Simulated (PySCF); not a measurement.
AlBH4O4, SMILES [OH][Al]([B](O)O)[OH]. Heavy atoms are numbered as in [B:1]([OH:2])([OH:3])[Al:4]([OH:5])[OH:6]. Hydrogens are named by the atom that carries them.

The structure is a stationary point at ωB97X-D3(BJ)/def2-SVP. The structure was generated by enumeration; whether it is a known compound was not checked. Other conformers were not sampled.

Method: PySCF with PBE/def2-TZVP.

ESP charges are fitted to the potential on shells at 1.4 to 2.0 van der Waals radii. Atomic charges (e), one atom of each kind:

```
atom     Löwdin  ESP fit  Mulliken    IAO
-------  ------  -------  --------  -----
B1        -0.93     0.37      0.17   0.15
O2 (OH)    0.20    -0.63     -0.35  -0.51
Al4        0.05     0.91      0.42   1.08
O5 (OH)   -0.11    -0.83     -0.51  -0.80
H on O2    0.18     0.40      0.27   0.34
H on O5    0.17     0.42      0.30   0.36
```
